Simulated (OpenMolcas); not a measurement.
# Ionisation energies of argon

* Program: OpenMolcas 26.06
* Basis: ANO-RCC-VDZP [4s3p1d]
* Scalar Hamiltonian: DKH2, point nucleus
* Spin-orbit coupling: state interaction with AMFI integrals over the reference wave functions, term energies averaged over their components

Active shells in each charge state: the valence s, p shells, with orbitals averaged over the low states. Where CASPT2's correlated closed shells are named, they are those of the first ion.

A. CASSCF
B. SS-CASPT2, IPEA 0.25 Eh, imaginary shift 0.1 Eh (closed shells correlated: 2s 2p)
C. SS-CASPT2, IPEA 0 Eh, imaginary shift 0.1 Eh (closed shells correlated: 2s 2p)

Energies in eV between the lowest computed levels, named as in B; reference values from the NIST Atomic Spectra Database with their kind.

```tsv
From	To	A	B	C	Spin-orbit share in B	Reference
Ar 3s² 3p⁶ ¹S₀	Ar+ 3s² 3p⁵ ²P°_3/2	14.751	15.458	15.348	-0.057	15.760 (measured)
Ar+ 3s² 3p⁵ ²P°_3/2	Ar2+ 3s² 3p⁴ ³P₂	26.466	27.168	27.074	-0.012	27.630 (measured)
Ar2+ 3s² 3p⁴ ³P₂	Ar3+ 3s² 3p³ ⁴S°_3/2	39.206	39.894	39.817	+0.069	40.735 (semi-empirical)
Ar3+ 3s² 3p³ ⁴S°_3/2	Ar4+ 3s² 3p² ³P₀	57.961	58.683	58.781	-0.154	59.580 (semi-empirical)
Ar4+ 3s² 3p² ³P₀	Ar5+ 3s² 3p ²P°_1/2	73.446	74.154	74.250	-0.009	74.840 (semi-empirical)
Ar5+ 3s² 3p ²P°_1/2	Ar6+ 3s² ¹S₀	89.753	90.488	90.574	+0.163	91.290 (measured)
Ar6+ 3s² ¹S₀	Ar7+ 3s ²S_1/2	123.859	123.912	123.913	+0.000	124.410 (semi-empirical)
Ar7+ 3s ²S_1/2	Ar8+ 2p⁶ ¹S₀	142.966	142.986	142.987	+0.000	143.457 (semi-empirical)
```

Error against the reference values, in %:

```csv
From,Reference,A,B,C
Ar,measured,-6.4,-1.9,-2.6
Ar+,measured,-4.2,-1.7,-2.0
Ar2+,semi-empirical,-3.8,-2.1,-2.3
Ar3+,semi-empirical,-2.7,-1.5,-1.3
Ar4+,semi-empirical,-1.9,-0.9,-0.8
Ar5+,measured,-1.7,-0.9,-0.8
Ar6+,semi-empirical,-0.4,-0.4,-0.4
Ar7+,semi-empirical,-0.3,-0.3,-0.3
```

Mean absolute error over the 3 measured values: A 1.24 eV, B 0.52 eV, C 0.56 eV.

° marks odd parity.
